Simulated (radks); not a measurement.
The nuclear charge of the oxygen ion O+ is varied continuously with 7 electrons held in [He] 2s2 2p3. Method: scalar-relativistic Kohn-Sham, r2SCAN, spin-polarised, spherical densities, finite nucleus; open shells are filled with parallel spins first; meta-GGA in the generalised Kohn-Sham scheme; Fermi nuclear charge, rms radius 2.6991 fm; computed with a radial shooting solver on a logarithmic mesh with Libxc functionals. By the Hellmann-Feynman theorem dE/dZ = E(electron-nucleus)/Z, the electronic potential at the nucleus (averaged over a nucleus of fixed radius). The scalar-relativistic energy here is not variational (the density holds large components alone), so the two differ by a part that grows with Z.

| Z | E (hartree) | E(electron-nucleus)/Z (hartree) | HOMO | e(HOMO) (eV) | <r> HOMO (bohr) |
|---|---|---|---|---|---|
| 7 | -54.61627 | -18.3591 | 2p | -8.890 | 1.414 |
| 7.2 | -58.35393 | -19.0159 | 2p | -11.987 | 1.328 |
| 7.4 | -62.22291 | -19.6721 | 2p | -15.379 | 1.254 |
| 7.6 | -66.22309 | -20.3278 | 2p | -19.063 | 1.188 |
| 7.8 | -70.35440 | -20.9832 | 2p | -23.035 | 1.129 |
| 8 | -74.61678 | -21.6383 | 2p | -27.293 | 1.077 |
| 8.2 | -79.01019 | -22.2933 | 2p | -31.834 | 1.029 |
| 8.4 | -83.53460 | -22.9481 | 2p | -36.657 | 0.9858 |
| 8.6 | -88.18998 | -23.6028 | 2p | -41.761 | 0.9462 |
| 8.8 | -92.97633 | -24.2575 | 2p | -47.146 | 0.9099 |
| 9 | -97.89364 | -24.9121 | 2p | -52.809 | 0.8764 |

The central difference of E at Z = 8 is -21.639 hartree, to compare with the third column; the second derivative is -3.28 hartree.
